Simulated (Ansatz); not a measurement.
Two isomers of C2H7FSSi: A = `FC[SiH2]CS`, B = `CSC(F)[SiH3]`.

Gas-phase electronic energies from Ansatz, PBE0-D4/def2-TZVP geometries. CBS: MP2 limit from def2 TZ/QZ plus the TZ coupled-cluster correction, frozen cores. DFT in def2-TZVPP. B3LYP here is the variant with VWN-RPA as its local correlation; programs differ in this. Each species was taken in one conformer, which may not be the lowest.

Task: Which is lower in electronic energy at CCSD(T)/CBS, and by how much? (Estimate.)

Result: Ansatz gave: A, by 26.0 kJ/mol.

Task: Give E(B) − E(A) in kJ/mol with HF/def2-TZVPP, ωB97M-V, MP2/def2-TZVPP, CCSD(T)/def2-TZVPP, r2SCAN-D4, PBE-D4, B3LYP-D4. (Estimate.)

Result: Computed: HF/def2-TZVPP 30.3, ωB97M-V 26.4, MP2/def2-TZVPP 26.3, CCSD(T)/def2-TZVPP 27.6, r2SCAN-D4 21.2, PBE-D4 19.5, B3LYP-D4 24.1. None reverses the order clearly.

Largest T1 diagnostic: 0.012.

From PBE to PBE0 (25 % exact exchange), in def2-TZVPP and without D4, E(B) − E(A) moves by +5.0 kJ/mol.
